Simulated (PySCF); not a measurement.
C₄H₉O, multiplicity 2. Atoms are numbered in the order given.

```xyz
14

C      0.6088     1.1581     0.7972
C      0.0075     0.0407     0.0044
C     -1.1841    -0.5727     0.7413
C      1.0575    -1.0285    -0.2992
O     -0.4042     0.5215    -1.2684
H      1.2751     1.8603     0.2885
H      0.5492     1.1837     1.8881
H     -0.8828    -1.0000     1.7099
H     -1.6324    -1.3685     0.1289
H     -1.9549     0.1905     0.9354
H      0.6107    -1.8137    -0.9289
H      1.8979    -0.5831    -0.8505
H      1.4387    -1.4852     0.6252
H     -1.0057     1.2581    -1.1117
```
Charge 0, spin multiplicity 2.

Geometry: PBE0-D3(BJ)/def2-SVP. The isomer is the one that the SMILES or the coordinates give; other isomers of the formula were not compared. The values are those of a single conformer.

Method: PBE/def2-TZVP (PySCF).

Isolated molecule, no solvent.

Question: Estimate the frontier levels, dipole moment and polarisability. (Estimate from the structure and the level; the computed values follow.)

Answer: 
The α spin, highest occupied and lowest empty level comes out as -4.92 and 0.21 eV and the β spin, highest occupied and lowest empty level comes out as -6.27 and -2.81 eV. The dipole moment comes out as 1.26 D and the quadrupole, principal values (traceless, Buckingham form, about the centre of nuclear charge) is -3.33, -0.08, 3.41 D·Å. The mean static polarisability is 56.8 bohr³ (8.41 Å³) and the polarisability, principal values is 54.3, 56.9, 59.2 bohr³. The ⟨S²⟩ is 0.754 (pure state 0.75).
